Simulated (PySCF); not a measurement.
**Distorted geometries of [Lu(NH3)2]3+**

[Lu(NH3)2]3+ (singlet in the valence; each metal's 4f electrons, 14 of them, lie in its core potential, out of spins and levels). PySCF 2.14.0, RKS BP86, Lu lcecp-1-SVP with ECP60, N def2-SVP, H def2-SVP; non-relativistic Hamiltonian with scalar-relativistic core potentials where named; density fitting; no spin-orbit coupling. Relaxed geometry:

```xyz
9

Lu   -1.0717    0.3495    0.0000
N     0.1744   -0.0451    1.8946
H     1.1282    0.3996    1.9310
H    -0.2675    0.2905    2.7912
H     0.3844   -1.0547    2.1112
N     0.1740   -0.0494   -1.8939
H     1.0803   -0.5689   -1.7687
H    -0.3137   -0.6162   -2.6372
H     0.4747    0.8080   -2.4284
```

Question: Order these distorted geometries by energy above the relaxed one, lowest first.
A.
```xyz
9

Lu   -1.0694    0.3537   -0.0017
N     0.1940   -0.0746    1.9254
H     1.1166    0.4138    1.9317
H    -0.2635    0.2614    2.7615
H     0.3827   -1.0473    2.1217
N     0.1375   -0.0040   -1.9167
H     1.0943   -0.5321   -1.7921
H    -0.3103   -0.6265   -2.5856
H     0.4812    0.7689   -2.4441
```
B.
```xyz
9

Lu   -1.0400    0.3279   -0.0087
N     0.1388   -0.1057    2.0115
H     1.0337    0.4087    1.8990
H    -0.2889    0.3717    2.7819
H     0.3743   -0.9986    2.0451
N     0.2118    0.0197   -1.8799
H     1.0829   -0.5860   -1.6449
H    -0.2893   -0.6399   -2.6371
H     0.5397    0.7154   -2.5669
```
C.
```xyz
9

Lu   -1.0644    0.4865    0.0539
N     0.0460   -0.1776    1.8296
H     1.0377    0.4413    1.8270
H    -0.1853    0.3587    2.6592
H     0.4365   -1.0633    2.1400
N     0.1848   -0.2051   -1.8823
H     1.1484   -0.5327   -1.6823
H    -0.4711   -0.4655   -2.4957
H     0.6305    0.6707   -2.4493
```

Answer: A (0.25 eV), B (0.90 eV), C (1.69 eV).

Question: Which forces (eV/Å) act in the one that lies 0.90 eV up?

Answer: 
```
Lu  -0.24  0.20  0.21
N   -1.08  6.75 -4.03
H    0.59  0.04  0.27
H   -0.81 -0.13  2.06
H    1.40 -6.58  1.50
N   -0.40 -3.00 -0.74
H   -0.65  0.82 -0.52
H    0.66  0.86  1.36
H    0.53  1.04 -0.11
```
Forces carry noise of the integration grid, about 0.01 to 0.03 eV/Å.

An lcecp potential fixes the number of 4f electrons, so in runs with it no electron can move into or out of that shell.
